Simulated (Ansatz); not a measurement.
`F[CH2][AlH][GaH2]` + CH₃OH → `C[O][AlH][CH2]F` + `[GaH3]`  (cleavage of the Al–Ga bond)

Program: Ansatz. Geometries: PBE0-D4/def2-TZVP. ΔE: electronic, gas phase. CCSD(T)/CBS adds triple-zeta CCSD(T) − MP2 to the extrapolated MP2 energy (def2 sets, frozen cores). This one scheme is used for every species. DFT in def2-TZVPP. For Ga outer-core shells are correlated without core-valence functions, which leaves a few kJ/mol of doubt a bond. Scalar relativity is left out up to krypton. Each species was taken in one conformer, which may not be the lowest.

| species | PBE-D4 energy (Eh) |
| --- | --- |
| `F[CH2][AlH][GaH2]` | -2307.68252 |
| CH₃OH | -115.63347 |
| `C[O][AlH][CH2]F` | -497.03459 |
| `[GaH3]` | -1926.31811 |

Question: Work out ΔE.

Answer: ΔE = (-497.03459) + (-1926.31811) − (-2307.68252) − (-115.63347) = -0.03671 Eh = -96.4 kJ/mol. CCSD(T)/CBS gives -110.2 kJ/mol.

Largest T1 diagnostic among the species: 0.013.

From PBE to PBE0 (25 % exact exchange), in def2-TZVPP and without D4, ΔE moves by −3.3 kJ/mol.
